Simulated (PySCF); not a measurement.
MoO2FCl, SMILES [O]=[Mo](=[O])([F])[Cl], multiplicity 1. Geometry optimised at PBE-D3(BJ)/def2-SVP. The spin state was assumed, not searched. The structure was generated by enumeration; whether it is a known compound was not checked. The def2 effective core potentials stand for the cores of Mo; spin–orbit coupling is left out.

Computed equilibrium geometry at PBE-D3(BJ)/def2-SVP (PySCF confirms it by a frequency run) as bond lengths and angles, and its point group:
point group Cs.
Atoms: Mo1 O2 O3 F4 Cl5. Bond lengths (Å): Mo1–O2 1.687, Mo1–O3 1.687, Mo1–F4 1.852, Mo1–Cl5 2.270. Bond angles (°): O2–Mo1–O3 106.4, O2–Mo1–F4 109.9, O2–Mo1–Cl5 109.1, O3–Mo1–F4 109.9, O3–Mo1–Cl5 109.1, F4–Mo1–Cl5 112.2.
